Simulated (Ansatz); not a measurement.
```yaml
crystal:
  periodic: [false, false, false]
  atoms:
    - {symbol: B, position_ang: [-0.431100, -0.147368, 2.167272]}
    - {symbol: Si, position_ang: [-0.350362, -1.814350, 0.764311]}
    - {symbol: S, position_ang: [0.929570, 0.165235, 0.764084]}
    - {symbol: C, position_ang: [0.062505, 1.046831, -0.863831]}
    - {symbol: N, position_ang: [0.514381, 0.763170, -2.093267]}
    - {symbol: H, position_ang: [-1.462988, 0.801222, 1.761638]}
    - {symbol: H, position_ang: [-0.119307, -0.118880, 2.942629]}
    - {symbol: H, position_ang: [-1.259383, -1.748413, -0.530223]}
    - {symbol: H, position_ang: [0.480405, -2.768101, 0.834640]}
    - {symbol: H, position_ang: [-0.998292, 0.961745, -0.607820]}
    - {symbol: H, position_ang: [0.129001, 2.159695, -0.607979]}
    - {symbol: H, position_ang: [0.150352, -0.122544, -2.415575]}
    - {symbol: H, position_ang: [1.710543, 0.869956, -2.298275]}
basis:
  gaussian: {orbitals: x2c-TZVPPall, fitting: {mean_field: def2-universal-jkfit}}
hamiltonian: {xc: {name: B2PLYP}}
accuracy: high
scf: {lower_state_search: full}
relax: {f_tol: 0.001, max_steps: 1}
output: {forces: true}
```

```sh
$ ansatz run in.yaml --threads 4 --pin off --events-out ev --progress --plain --max-ram 10444MiB
```

Shortened log:

```
Functional definition: B2PLYP
627 factors; integrals over basis functions are off by at most 1.3e0 eV
mean field evaluation 1: about -22067.0023 eV, gradient 4.9e1 eV
mean field evaluation 2: about -22067.0029 eV, gradient 4.9e1 eV
mean field evaluation 4: about -22072.8782 eV, gradient 4.9e0 eV
mean field evaluation 8: about -22072.9377 eV, gradient 4.9e-2 eV
mean field evaluation 16: about -22072.9377 eV, gradient 3.7e-5 eV
mean field -22072.93771632 eV, -811.1654995001 hartree, gradient 3.3e-8 eV, S^2 0.000000; 0 other end points of the search recorded, 0 dependent functions left out
13 core orbitals not correlated: weight in the atoms' cores, before any rotation towards them, 1.000 or more for the frozen orbitals, at most 0.000 for the correlated occupied ones
reference -22072.93774771 eV, -811.1655006539 hartree; 15, 15 occupied and 261, 261 virtual orbitals, 627 factors
second order -27.69458312 eV of doubles, -0.00000000 eV of singles
relax step   1: F+E_penalty+E_count = -22080.41525376 eV  Δ(F+E_penalty+E_count) = +0.000e0 eV  max|allowed force component| = 2.352e1 eV/Å  Δτ_max = 0.0000 Å  (50 SCF iters, accepted)
Error: geometry relaxation did not converge after 1 steps: max|allowed force component| = 2.35e1 eV/Å (threshold 1.0e-3). Raise `relax.max_steps` over both its present limit and 1, loosen `relax.f_tol`, or start from a geometry closer to equilibrium. Where this run's directory can be resumed (`checkpoint.write`), a resume goes on for up to `relax.max_steps` more
```

In this input the relaxation is allowed too few steps for its threshold. The calculation stopped without meeting its thresholds.
